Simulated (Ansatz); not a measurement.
`O[SiH2][SiH](O)O`. Charge 0, multiplicity 1. The geometry is a stationary point of PBE0-D4/def2-TZVP. It is one conformer, not always the lowest.

```xyz
11

O     0.918   -1.691    0.220
Si   -0.470   -1.078   -0.476
Si   -0.060    1.231   -0.224
O     1.485    1.260    0.340
O    -1.121    1.978    0.784
H     1.043   -2.640    0.238
H    -1.677   -1.575    0.249
H    -0.600   -1.542   -1.888
H    -0.155    2.030   -1.467
H     1.848    0.393    0.549
H    -1.212    1.635    1.674
```

(1) What is the dipole moment at ωB97M-V/def2-TZVPP? (An estimate is asked.)

(2) And with PBE, r2SCAN, B3LYP? (Best estimate.)

(3) Give the Mulliken charges with ωB97M-V, r2SCAN, PBE in def2-TZVPP. (Estimate.)

Answers

(1) Computed: 3.26 D, with components (-0.17, -3.15, 0.85) D in this frame, pointing from negative to positive charge.

(2) The calculation gave: PBE 3.09 D, r2SCAN 3.20 D, B3LYP 3.24 D.

(3) Computed: 
| atom | ωB97M-V | r2SCAN | PBE |
| --- | --- | --- | --- |
| O1 | -0.41 | -0.44 | -0.38 |
| Si2 | 0.24 | 0.34 | 0.24 |
| Si3 | 0.51 | 0.59 | 0.49 |
| O4 | -0.38 | -0.41 | -0.34 |
| O5 | -0.36 | -0.40 | -0.34 |
| H6 | 0.17 | 0.20 | 0.18 |
| H7 | -0.05 | -0.09 | -0.08 |
| H8 | -0.05 | -0.09 | -0.08 |
| H9 | -0.05 | -0.10 | -0.09 |
| H10 | 0.20 | 0.22 | 0.20 |
| H11 | 0.17 | 0.20 | 0.19 |

B3LYP here is the variant with VWN-RPA as its local correlation; programs differ in this.
